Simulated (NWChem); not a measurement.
Program: NWChem. System: CH₃Se₂, charge 0, spin multiplicity 2, at a geometry optimised with UPBE0/def2-SVP. The structure started from a generated list of species. Its SCF solution wasn't tested for a lower state. Level: UPBE0/def2-TZVP.

The NWChem input:

```
start mol
memory heap 200 mb stack 900 mb global 1100 mb
geometry units angstroms nocenter noautoz
  C      2.122712     0.402059     0.000000
  Se     0.566360    -0.776067     0.000000
  Se    -1.153502     0.651667     0.000000
  H      2.105293     1.028327     0.900734
  H      3.015990    -0.239404     0.000000
  H      2.105293     1.028327    -0.900734
  symmetry group Cs
end
basis spherical
  * library def2-tzvp
end
dft
  xc pbe0
  odft
  mult 2
  semidirect memsize 60000000 filesize 0
  iterations 100
end
task dft energy
```

Output (cleaned and shortened):

```
             Northwest Computational Chemistry Package (NWChem) 7.3.0
             --------------------------------------------------------

                                NWChem Input Module
                                -------------------

 Scaling coordinates for geometry "geometry" by  1.889725989
 (inverse scale =  0.529177249)

 Turning off AUTOSYM since
 SYMMETRY directive was detected!

                             Geometry "geometry" -> ""
                             -------------------------

 Output coordinates in angstroms (scale by  1.889725989 to convert to a.u.)

  No.       Tag          Charge          X              Y              Z
 ---- ---------------- ---------- -------------- -------------- --------------
    1 C                    6.0000     2.12271200     0.40205900     0.00000000
    2 Se                  34.0000     0.56636000    -0.77606700     0.00000000
    3 Se                  34.0000    -1.15350200     0.65166700     0.00000000
    4 H                    1.0000     2.10529300     1.02832700     0.90073400
    5 H                    1.0000     3.01599000    -0.23940400     0.00000000
    6 H                    1.0000     2.10529300     1.02832700    -0.90073400

 Effective nuclear repulsion energy (a.u.)     407.5450304997

            Nuclear Dipole moment (a.u.)
            ----------------------------
        X                 Y               Z
 ---------------- ---------------- ----------------
     0.0000377945     0.0000075589     0.0000000000

      Symmetry information
      --------------------

 Group name             Cs
 Group number              2
 Group order               2
 No. of unique centers     5

      Symmetry unique atoms

     1    2    3    4    5


 Summary of "ao basis" -> "" (spherical)
 ------------------------------------------------------------------------------
       Tag                 Description            Shells   Functions and Types
 ---------------- ------------------------------  ------  ---------------------
 *                         def2-tzvp                  on all atoms

                                 NWChem DFT Module
                                 -----------------

 Summary of "ao basis" -> "ao basis" (spherical)
 ------------------------------------------------------------------------------
       Tag                 Description            Shells   Functions and Types
 ---------------- ------------------------------  ------  ---------------------
 C                         def2-tzvp                11       31   5s3p2d1f
 Se                        def2-tzvp                16       48   6s5p4d1f
 H                         def2-tzvp                 4        6   3s1p

 Summary of "ao basis" -> "ao basis" (spherical)
 ------------------------------------------------------------------------------
       Tag                 Description            Shells   Functions and Types
 ---------------- ------------------------------  ------  ---------------------
 C                         def2-tzvp                11       31   5s3p2d1f
 Se                        def2-tzvp                16       48   6s5p4d1f
 H                         def2-tzvp                 4        6   3s1p

      Symmetry analysis of basis
      --------------------------

        a'         96
        a"         49

            General Information
            -------------------
          SCF calculation type: DFT
          Wavefunction type:  spin polarized.
          No. of atoms     :     6
          No. of electrons :    77
           Alpha electrons :    39
            Beta electrons :    38
          Charge           :     0
          Spin multiplicity:     2
          Use of symmetry is: on ; symmetry adaption is: on
          Maximum number of iterations: 100
          AO basis - number of functions:   145
                     number of shells:    55
          Convergence on energy requested:  1.00D-06
          Convergence on density requested:  1.00D-05
          Convergence on gradient requested:  5.00D-04

              XC Information
              --------------
                         PBE0 Method XC Functional
                     Hartree-Fock (Exact) Exchange  0.250
          PerdewBurkeErnzerhof Exchange Functional  0.750
            Perdew 1991 LDA Correlation Functional  1.000 local
           PerdewBurkeErnz. Correlation Functional  1.000 non-local

             Grid Information
             ----------------
          Grid used for XC integration:  medium
          Radial quadrature: Mura-Knowles
          Angular quadrature: Lebedev.
          Tag              B.-S. Rad. Rad. Pts. Rad. Cut. Ang. Pts.
          ---              ---------- --------- --------- ---------
          C                   0.70       49          11.0       434
          Se                  1.15      112          12.0       590
          H                   0.35       45          12.0       434
          Grid pruning is: on
          Number of quadrature shells:   363
          Spatial weights used:  Erf1

          Convergence Information
          -----------------------
          Convergence aids based upon iterative change in
          total energy or number of iterations.
          Levelshifting, if invoked, occurs when the
          HOMO/LUMO gap drops below (HL_TOL):  1.00D-02
          DIIS, if invoked, will attempt to extrapolate
          using up to (NFOCK): 10 stored Fock matrices.

                    Damping( 0%)  Levelshifting(0.5)       DIIS
                  --------------- ------------------- ---------------
          dE  on:    start            ASAP                start
[...]
    47      0.252876  2 Se px                96     -0.237520  3 Se py

 Vector   41  Occ=0.000000D+00  E= 9.275850D-03  Symmetry=a'
              MO Center=  1.1D+00, -2.7D-01, -6.8D-14, r^2= 5.0D+00
   Bfn.  Coefficient  Atom+Function         Bfn.  Coefficient  Atom+Function
  ----- ------------  ---------------      ----- ------------  ---------------
     5      1.743542  1 C  s                 50     -0.800397  2 Se px
    37     -0.790850  2 Se s                130     -0.517884  4 H  s
   142     -0.517884  6 H  s                 12     -0.475050  1 C  px
    51     -0.468948  2 Se py               136     -0.453956  5 H  s
    13     -0.272960  1 C  py                47     -0.272802  2 Se px

 Vector   42  Occ=0.000000D+00  E= 6.233625D-02  Symmetry=a'
              MO Center=  2.0D+00,  3.9D-01, -2.7D-14, r^2= 5.9D+00
   Bfn.  Coefficient  Atom+Function         Bfn.  Coefficient  Atom+Function
  ----- ------------  ---------------      ----- ------------  ---------------
     5      2.829608  1 C  s                136     -1.687250  5 H  s
   130     -1.611187  4 H  s                142     -1.611187  6 H  s
    12      0.818587  1 C  px                13      0.603387  1 C  py
    50      0.574855  2 Se px                51      0.281555  2 Se py
    37      0.216629  2 Se s                 99     -0.199418  3 Se py

                     DFT Final Beta Molecular Orbital Analysis
                     -----------------------------------------

 Vector   36  Occ=1.000000D+00  E=-3.349415D-01  Symmetry=a'
              MO Center=  4.7D-02, -2.3D-01, -1.1D-15, r^2= 3.6D+00
   Bfn.  Coefficient  Atom+Function         Bfn.  Coefficient  Atom+Function
  ----- ------------  ---------------      ----- ------------  ---------------
    48      0.360573  2 Se py                95      0.280267  3 Se px
    42     -0.238217  2 Se py                45      0.208610  2 Se py
    51      0.196789  2 Se py                89     -0.189745  3 Se px
    37     -0.164138  2 Se s                 92      0.164365  3 Se px
    85     -0.157078  3 Se s                 36     -0.144829  2 Se s

 Vector   37  Occ=1.000000D+00  E=-2.871648D-01  Symmetry=a"
              MO Center=  7.0D-02, -2.3D-01, -1.3D-14, r^2= 2.8D+00
   Bfn.  Coefficient  Atom+Function         Bfn.  Coefficient  Atom+Function
  ----- ------------  ---------------      ----- ------------  ---------------
    49      0.401493  2 Se pz                97      0.264617  3 Se pz
    43     -0.257274  2 Se pz                52      0.251264  2 Se pz
    46      0.225045  2 Se pz                91     -0.175666  3 Se pz
   100      0.153123  3 Se pz                94      0.150182  3 Se pz
     8     -0.080678  1 C  pz                40      0.078437  2 Se pz

 Vector   38  Occ=1.000000D+00  E=-2.409607D-01  Symmetry=a'
              MO Center= -8.2D-01,  5.1D-01,  6.4D-15, r^2= 2.7D+00
   Bfn.  Coefficient  Atom+Function         Bfn.  Coefficient  Atom+Function
  ----- ------------  ---------------      ----- ------------  ---------------
    96      0.390164  3 Se py                95      0.285466  3 Se px
    99      0.278593  3 Se py                90     -0.252704  3 Se py
    93      0.224849  3 Se py                98      0.209772  3 Se px
    89     -0.183741  3 Se px                92      0.163154  3 Se px
    37      0.117202  2 Se s                  6      0.099422  1 C  px

 Vector   39  Occ=0.000000D+00  E=-1.300767D-01  Symmetry=a"
              MO Center= -5.1D-01,  1.8D-01,  3.5D-15, r^2= 3.4D+00
   Bfn.  Coefficient  Atom+Function         Bfn.  Coefficient  Atom+Function
  ----- ------------  ---------------      ----- ------------  ---------------
    97      0.396441  3 Se pz               100      0.394562  3 Se pz
    49     -0.310314  2 Se pz                52     -0.294903  2 Se pz
    91     -0.269764  3 Se pz                94      0.245381  3 Se pz
    43      0.202432  2 Se pz                46     -0.188038  2 Se pz
   130      0.108303  4 H  s                142     -0.108303  6 H  s

 Vector   40  Occ=0.000000D+00  E=-2.518194D-02  Symmetry=a'
              MO Center= -2.7D-01,  1.6D-04,  2.0D-14, r^2= 4.9D+00
   Bfn.  Coefficient  Atom+Function         Bfn.  Coefficient  Atom+Function
  ----- ------------  ---------------      ----- ------------  ---------------
    50      0.541977  2 Se px                85      0.519235  3 Se s
    98      0.485974  3 Se px                37     -0.471291  2 Se s
     5     -0.442765  1 C  s                 99     -0.424787  3 Se py
    51     -0.417787  2 Se py                95      0.272969  3 Se px
    47      0.248352  2 Se px                96     -0.236705  3 Se py

 Vector   41  Occ=0.000000D+00  E= 1.259555D-02  Symmetry=a'
              MO Center=  1.0D+00, -2.6D-01,  1.3D-13, r^2= 5.1D+00
   Bfn.  Coefficient  Atom+Function         Bfn.  Coefficient  Atom+Function
  ----- ------------  ---------------      ----- ------------  ---------------
     5      1.789652  1 C  s                 37     -0.816612  2 Se s
    50     -0.801735  2 Se px               130     -0.524078  4 H  s
   142     -0.524078  6 H  s                136     -0.485783  5 H  s
    51     -0.477521  2 Se py                12     -0.474653  1 C  px
    13     -0.284990  1 C  py                47     -0.267453  2 Se px

   alpha - beta orbital overlaps
   -----------------------------

   alpha      1      2      3      4      5      6      7      8      9     10
    beta      1      2      3      4      5      6      7      9      8     10
 overlap   1.000  1.000  1.000  1.000  1.000  1.000  1.000  1.000  1.000  1.000

   alpha     11     12     13     14     15     16     17     18     19     20
    beta     11     12     13     14     15     16     17     18     19     20
 overlap   1.000  1.000  1.000  1.000  1.000  1.000  1.000  1.000  1.000  0.930

   alpha     21     22     23     24     25     26     27     28     29     30
    beta     21     22     23     24     25     26     27     28     29     30
 overlap   0.930  1.000  1.000  0.995  0.983  1.000  1.000  1.000  0.983  0.998

   alpha     31     32     33     34     35     36     37     38     39     40
    beta     31     32     33     34     35     36     37     38     39     40
 overlap   0.993  0.995  0.999  0.999  0.999  0.999  0.984  1.000  0.985  1.000

   alpha     41     42     43     44     45     46     47     48     49     50
    beta     41     42     43     44     45     46     47     48     49     50
 overlap   1.000  1.000  0.999  0.998  0.996  0.993  0.992  0.981  0.979  0.994

   alpha     51     52     53     54     55     56     57     58     59     60
    beta     51     53     52     54     55     56     57     59     58     60
 overlap   0.999  0.987  0.999  0.991  0.983  0.982  0.988  0.995  0.994  0.998

   alpha     61     62     63     64     65     66     67     68     69     70
    beta     61     62     63     64     65     66     67     68     69     70
 overlap   0.992  0.999  0.990  0.999  0.990  0.999  0.999  1.000  0.987  0.987

   alpha     71     72     73     74     75     76     77     78     79     80
    beta     71     72     73     74     76     75     77     78     79     80
 overlap   0.998  0.998  1.000  0.999  0.999  0.998  0.999  0.998  0.998  0.982

   alpha     81     82     83     84     85     86     87     88     89     90
    beta     81     82     83     84     85     86     87     88     89     90
 overlap   0.950  0.964  0.997  0.996  0.970  0.978  0.982  0.957  0.981  0.951

   alpha     91     92     93     94     95     96     97     98     99    100
    beta     91     92     94     93     95     96     98     97    100     99
 overlap   0.987  0.956  0.951  0.960  0.989  0.954  0.989  0.990  0.976  0.989

   alpha    101    102    103    104    105    106    107    108    109    110
    beta    101    102    103    104    105    107    106    108    109    110
 overlap   0.983  0.999  0.999  1.000  0.999  1.000  1.000  1.000  1.000  1.000

   alpha    111    112    113    114    115    116    117    118    119    120
    beta    111    112    113    114    115    116    117    118    119    120
 overlap   1.000  1.000  1.000  1.000  0.999  0.999  1.000  1.000  1.000  1.000

   alpha    121    122    123    124    125    126    127    128    129    130
    beta    121    122    123    124    125    126    127    128    129    131
 overlap   1.000  1.000  1.000  1.000  1.000  1.000  0.998  0.990  0.992  0.992

   alpha    131    132    133    134    135    136    137    138    139    140
    beta    130    132    133    134    135    136    137    138    139    140
 overlap   0.928  0.926  0.997  0.999  0.986  0.986  0.999  0.999  1.000  1.000

   alpha    141    142    143    144    145
    beta    141    142    143    144    145
 overlap   1.000  1.000  1.000  1.000  1.000

     --------------------------
     Expectation value of S2:
     --------------------------
      <S2> =      0.7549 (Exact =     0.7500)

 center of mass
 --------------
 x =  -0.14846445 y =  -0.03455924 z =   0.00000000

 moments of inertia (a.u.)
 ------------------
         309.795926537980         287.045322353335           0.000000000000
         287.045322353335         725.142901014275           0.000000000000
           0.000000000000           0.000000000000        1023.259014195306

     Multipole analysis of the density
     ---------------------------------

     L   x y z        total         alpha         beta         nuclear
     -   - - -        -----         -----         ----         -------
     0   0 0 0     -0.000000    -39.000000    -38.000000     77.000000

     1   1 0 0      0.951247      1.002042     -0.050833      0.000038
     1   0 1 0      0.014846     -0.181728      0.196567      0.000008
     1   0 0 1      0.000000     -0.000000      0.000000      0.000000

     2   2 0 0    -29.573226   -198.124163   -192.631463    361.182400
     2   1 1 0     -0.320423     58.047501     55.096762   -113.464686
     2   1 0 1      0.000000     -0.000000      0.000000      0.000000
     2   0 2 0    -32.610652    -85.967222    -82.552535    135.909106
     2   0 1 1      0.000000     -0.000000      0.000000      0.000000
     2   0 0 2    -32.505031    -20.972937    -17.326659      5.794564

 Task  times  cpu:       12.0s     wall:       12.0s

 Total times  cpu:       12.1s     wall:       12.1s
```
